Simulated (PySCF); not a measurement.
One of the candidates below gave these computed data.

All candidates are C7H11OPSi.

* 13C NMR: chemical shifts (computed TMS as zero) by class: 77.8 (1 C), 74.4 (1 C), 73.1 (1 C), 70.1 (1 C), 64.3 (1 C), 21.0 (1 C), 9.3 (1 C) ppm [GIAO PBE0/pcSseg-1]
* NMR, other nuclei: isotropic shieldings of nuclei other than C and H, by class: 290 (1 O), 346 (1 Si), 617 (1 P) ppm [GIAO PBE0/pcSseg-1]
* 1H NMR: chemical shifts (computed TMS as zero) by class: 5.81 (1 H), 4.10 (1 H), 3.65 (1 H), 2.36 (1 H), 2.01 (1 H), 1.38 (2 H), 1.25 (3 H), 1.09 (1 H) ppm [GIAO PBE0/pcSseg-1]
* Rotational structure: rotational constants A, B, C: 2.228, 0.381, 0.345 GHz [GFN2-xTB]
* Dipole: 1.67 D [PBE0/pcSseg-1]

The electronic properties come from PySCF, for the isolated species, density fitting. Levels stand in brackets. The structure is a single GFN2-xTB conformer in the gas phase; no vibrational or solvent corrections. GFN2-xTB frequencies show an imaginary mode (26i cm⁻¹), so this geometry is no minimum at that level. Each NMR value is the plain mean over a class of atoms that symmetry, rotation or inversion makes alike.

Task: Which candidate is it?
A. `C#CC#CCC[Si@@H](P)OC`
B. `C=C[P@]1(=O)C=C[C@H]([SiH3])C=C1`
C. `C=CC1=CC(C)=C([SiH3])[P@@H]1=O`
D. `C#CC#CC[Si@@H](P)OCC`

Result: D. It is `C#CC#CC[Si@@H](P)OCC`. Numbering: `[CH:1]#[C:2][C:3]#[C:4][CH2:5][Si@@H:6]([PH2:7])[O:8][CH2:9][CH3:10]`. 7 carbons fall into 7 classes; from least to most shielded: alkyne carbon [C4] (77.8 ppm), alkyne carbon [C2] (74.4 ppm), alkyne carbon [C3] (73.1 ppm), terminal alkyne carbon [C1] (70.1 ppm), sp3 carbon bound to oxygen [C9] (64.3 ppm), methyl carbon [C10] (21.0 ppm), sp3 carbon bound to silicon [C5] (9.3 ppm). Hydrogen classes from least to most shielded: 1 H on an oxygen-bound silicon, Si6 (5.81 ppm), 1 H on an sp3 carbon bound to oxygen, C9 (4.10 ppm), 1 H on an sp3 carbon bound to oxygen, C9 (3.65 ppm), 1 H on an sp3 carbon bound to silicon, C5 (2.36 ppm), 1 H on an sp3 carbon bound to silicon, C5 (2.01 ppm), 2 H on a three-coordinate phosphorus, P7 (1.38 ppm), 3 H on a methyl carbon, C10 (1.25 ppm, a mean of values up to 0.5 ppm apart in this geometry), 1 H on a terminal alkyne carbon, C1 (1.09 ppm). The other shieldings belong to: 290 ppm, silyl ether oxygen [O8]; 346 ppm, oxygen-bound silicon [Si6]; 617 ppm, three-coordinate phosphorus [P7]. The optimised geometry has point group C1 and is an asymmetric top.

The others, at the same levels:
- `C=C[P@]1(=O)C=C[C@H]([SiH3])C=C1` fails: it has 5 carbon classes against 7; its computed 13C shifts are 147.8 (2 C), 145.0 (1 C), 142.6 (1 C), 131.1 (2 C), 36.1 (1 C) ppm, 1H shifts are 6.98 (2 H), 6.92 (1 H), 6.61 (1 H), 6.23 (2 H), 6.23 (1 H), 3.87 (3 H), 2.95 (1 H) ppm and rotational constant A is 1.712 GHz (against 2.228 GHz).
- `C#CC#CCC[Si@@H](P)OC` fails: its computed 13C shifts are 83.1 (1 C), 74.2 (1 C), 73.6 (1 C), 71.5 (1 C), 53.9 (1 C), 20.2 (1 C), 14.4 (1 C) ppm, 1H shifts are 5.84 (1 H), 3.70 (3 H), 2.00 (1 H), 1.92 (1 H), 1.48 (1 H), 1.25 (1 H), 1.18 (1 H), 0.99 (2 H) ppm and smallest rotational constant is 0.282 GHz (against 0.345 GHz).
- `C=CC1=CC(C)=C([SiH3])[P@@H]1=O` fails: its computed 13C shifts are 169.2 (1 C), 156.7 (1 C), 143.0 (1 C), 137.7 (1 C), 135.2 (1 C), 127.2 (1 C), 22.7 (1 C) ppm, 1H shifts are 7.71 (1 H), 6.83 (1 H), 6.58 (1 H), 6.32 (1 H), 5.99 (1 H), 4.45 (3 H), 2.18 (3 H) ppm and rotational constant A is 1.617 GHz (against 2.228 GHz).

Each candidate is one conformer, not necessarily the lowest. The conformers computed, where there is a choice (atom-mapped SMILES and torsion angles):
- `[CH:1]#[C:2][C:3]#[C:4][CH2:5][Si@@H:6]([PH2:7])[O:8][CH2:9][CH3:10]`: C4–C5–Si6–P7 62°, C5–Si6–O8–C9 -152°, Si6–O8–C9–C10 126°, H–P7–Si6–C5 -49°, H–P7–Si6–C5 -142°
- `[CH2:1]=[CH:2][P@:3]1(=[O:4])[CH:5]=[CH:6][C@H:7]([SiH3:8])[CH:9]=[CH:10]1`: C1–C2–P3–O4 0°
- `[CH:1]#[C:2][C:3]#[C:4][CH2:5][CH2:6][Si@@H:7]([PH2:8])[O:9][CH3:10]`: C4–C5–C6–Si7 180°, C5–C6–Si7–P8 56°, C6–Si7–O9–C10 -164°, H–P8–Si7–C6 -75°, H–P8–Si7–C6 -168°
- `[CH2:1]=[CH:2][C:3]1=[CH:4][C:5]([CH3:6])=[C:7]([SiH3:8])[P@@H:9]1=[O:10]`: C1–C2–C3–C4 -173°
